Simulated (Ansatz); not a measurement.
`C[O][AlH][GeH3]` + `BCBC` → `B[CH2][AlH][GeH3]` + `CBOC`  (redistribution)

Computed with Ansatz on PBE0-D4/def2-TZVP structures; ΔE is electronic, products minus reactants. CBS: MP2 limit from def2 TZ/QZ plus the TZ coupled-cluster correction, frozen cores. DFT in def2-TZVPP. For Ge outer-core shells are correlated without core-valence functions, which leaves a few kJ/mol of doubt a bond. Scalar relativity is left out up to krypton. Each species was taken in one conformer, which may not be the lowest.

(1) Is it downhill or uphill in electronic energy at CCSD(T)/CBS, and by how much? (Estimate.)

(2) What do these levels give: ωB97X-V, B2PLYP, PBE, r2SCAN, PBE0, HF/def2-TZVPP, MP2/def2-TZVPP, CCSD(T)/def2-TZVPP, HF/def2-QZVPP, HF/CBS(def2), MP2/CBS(def2), CCSD/CBS(def2)? (Estimate.)

Largest T1 diagnostic among the species: 0.013.

Answers

(1) The calculation gave: Downhill: ΔE = -30.2 kJ/mol.

(2) Ansatz gave: ωB97X-V -27.3, B2PLYP -28.8, PBE -37.0, r2SCAN -30.7, PBE0 -34.7, HF/def2-TZVPP -19.0, MP2/def2-TZVPP -29.7, CCSD(T)/def2-TZVPP -31.6, HF/def2-QZVPP -18.0, HF/CBS(def2) -17.9, MP2/CBS(def2) -28.2, CCSD/CBS(def2) -27.1 kJ/mol.

In def2-TZVPP, CCSD(T) changes the Hartree–Fock value by −12.7 kJ/mol (the triples alone add −3.0 kJ/mol) and MP2 by −10.7 kJ/mol.
